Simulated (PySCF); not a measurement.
# BRu: one state, many levels of theory

State: ²Δ (doublet), unpaired electrons δ ↑. Set-up: basis B x2c-TZVPPall, Ru x2c-TZVPPall; spin-free X2C with a Gaussian nucleus; PySCF 2.14. De refers to B + Ru (4d7 5s1) in their high-spin ground configurations, without counterpoise correction. The functionals are run spin-unrestricted. A positive dipole means B(−)Ru(+). Levels whose curve was spin-contaminated or gave no clean fit are not listed.

```tsv
Level	Re (Å)	ωe (cm⁻¹)	De (eV)	μ (D)	CPU s a point (SCF and correlation, without the integrals)
ROHF	1.653	1047	n/a	4.06	2.5
ROHF-CCSD	1.690	995	3.96	n/a	n/a
ROHF-CCSD(T)	1.715	940	4.68	n/a	270
M06	1.700	939	4.76	3.37	7
CAM-B3LYP	1.682	981	4.39	3.67	13
```

The bond length runs from 1.653 Å (ROHF) to 1.715 Å (ROHF-CCSD(T)). De spans 3.96 eV (ROHF-CCSD, coupled cluster) to 4.76 eV (M06, hybrid meta-GGA).

Correlated steps freeze 15 core orbitals. The metal atom is held in its measured ground configuration; semilocal functionals can put another filling of s and d lower by some tenths of an eV, and De to that atom would be smaller. These are scalar-relativistic numbers at best; spin–orbit coupling would shift them, the dissociation energy most. UHF is strongly spin-contaminated for BRu, so the ROHF reference used there is far from stable. The state is the lowest single determinant that the PBE0 search found; with open d or f shells the true ground state can be another one.

The whole job (state search and all levels along the bond) took about 29 min on 2 threads of Arm Neoverse V1 (shared host), peak memory 5.8 GiB.
